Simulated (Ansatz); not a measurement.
Molecule: CaOFH, charge 0, multiplicity 1. SMILES: [F][Ca][OH]
Geometry from a B3LYP-D3(BJ)/def2-TZVP (Ansatz, a quantum-chemistry and plane-wave program) optimisation:
```xyz
4

Ca     0.1682     0.0397     0.1078
F      0.8960     0.7950    -1.6210
O     -1.1916    -0.8368     1.3266
H     -1.8956    -1.2539     1.8195
```
Charge 0, spin multiplicity 1.

Wanted: atomisation energy, in kcal/mol. Terms: non-relativistic; open shells spin-unrestricted; LANL2DZ with its own core potentials from Na on; six Cartesian d functions in 6-31G* and its kin unless marked 5d; 6-311+G** with 5d; valence correlation only (noble-gas shells and the d and f shells of earlier blocks; the outer core of K, Ca and congeners matters and is frozen too); atomisation electronic, to ground-state atoms; no spin-orbit coupling. Ab initio and DFT rows: single points at B3LYP-D3(BJ) geometries (Ansatz). The Hartree-Fock reference of Ca atom is unstable towards a lower, spin-broken solution.

| level | program | atomisation energy (kcal/mol) |
|---|---|---|
| MP2/STO-3G | Ansatz | 65.4 |
| MP2/3-21G | Ansatz | 207.7 |
| MP2/LANL2DZ | Ansatz | 268.9 |
| MP2/6-31G* | Ansatz | 327.5 |
| MP2/6-31G* with LANL2DZ past Ar | Ansatz | 271.0 |
| MP2/6-311+G** | Ansatz | 336.3 |

No value to compare with is used here. The 6 habitual levels span 65.4 (MP2/STO-3G) to 336.3 kcal/mol (MP2/6-311+G**).

The sets are all those run for this method; left out are runs that failed, that the program found above a lower state of the same kind, or whose <S^2> lies over 0.5 above the pure value.
